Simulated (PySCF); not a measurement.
From one molecule to another.

First species: CH8O2Si4.
Z-matrix (Å and degrees, PBE0-D3(BJ)/def2-SVP geometry), rows numbered from 1:
```
O 
C   1  1.2106
O   2  1.3112  1  123.56
Si  3  1.7578  2  113.86  1    -0.01
Si  4  2.3678  3  110.88  2    50.03
Si  5  2.3663  4   89.03  3  -103.78
Si  6  2.3671  5   90.30  4    -9.08
H   2  1.1082  1  123.46  3  -179.87
H   4  1.4901  3  101.39  2  -179.44
H   5  1.4990  4  111.36  3   142.39
H   5  1.4947  4  115.81  3    17.41
H   6  1.4911  5  114.93  4   108.89
H   6  1.4978  5  113.14  4  -124.64
H   7  1.4945  4  116.03  3   -17.72
H   7  1.4992  4  111.31  3  -142.81
```

Second species: Si(NH2)H3.
SMILES: `[H][Si]([H])([H])N`

Levels: wB97X-D/def2-SVPD for dipole moment, HOMO energy, LUMO energy, HOMO–LUMO gap, static isotropic polarisability and electronic spatial extent ⟨r²⟩ about the centre of nuclear charge; TDDFT wB97X-D/def2-SVPD for lowest singlet excitation; TDA wB97X-D/def2-SVPD for lowest triplet excitation (Tamm–Dancoff); PBE0-D3(BJ)/def2-SVP for rotational constant A and rotational constant C. Geometries: PBE0-D3(BJ)/def2-SVP. Each structure is a single optimised conformer of the isolated species, non-relativistic unless stated. Electronic properties by PySCF.

The conformers computed, where there is a choice (atom-mapped SMILES and torsion angles):
- `[O:1]=[CH:2][O:3][SiH:4]1[SiH2:5][SiH2:6][SiH2:7]1`: O1–C2–O3–Si4 0°, C2–O3–Si4–Si5 50°

**Question.** Which of the two has the higher S1 energy, and by how much?

**Answer.** The second: 6.47 eV against 4.95 eV, a difference of 1.52 eV.

**Question.** Which has the higher T1 energy?

**Answer.** The second: 6.18 eV against 4.54 eV, a difference of 1.64 eV.

**Question.** Which of the two has the higher rotational constant A, and by how much?

**Answer.** The second: 67.767 GHz against 1.593 GHz, a difference of 66.174 GHz.

**Question.** Which has the higher LUMO energy?

**Answer.** The second: 1.90 eV against 0.43 eV, a difference of 1.47 eV.

**Question.** Which has the higher HOMO energy?

**Answer.** The first: -9.17 eV against -9.40 eV, a difference of 0.23 eV.

**Question.** Which has the higher rotational constant C?

**Answer.** The second: 12.128 GHz against 0.975 GHz, a difference of 11.153 GHz.

**Question.** Which has the higher ⟨r²⟩?

**Answer.** The first: 1462 bohr² against 158 bohr², a difference of 1304 bohr².

**Question.** Which has the higher HOMO–LUMO gap?

**Answer.** The second: 11.30 eV against 9.60 eV, a difference of 1.70 eV.

On the first: The polarisability is 19.66 Å³ as a volume (1 au = 0.148185 Å³), or 1.54 au for each of the 86 electrons. S1 lies 4.65 eV below the HOMO–LUMO gap; its leading configuration is HOMO→LUMO, weight 0.96.

On the second: S1 lies 4.83 eV below the HOMO–LUMO gap; its leading configuration is HOMO→LUMO, weight 0.94. The polarisability is 5.68 Å³ as a volume (1 au = 0.148185 Å³), or 1.48 au for each of the 26 electrons.
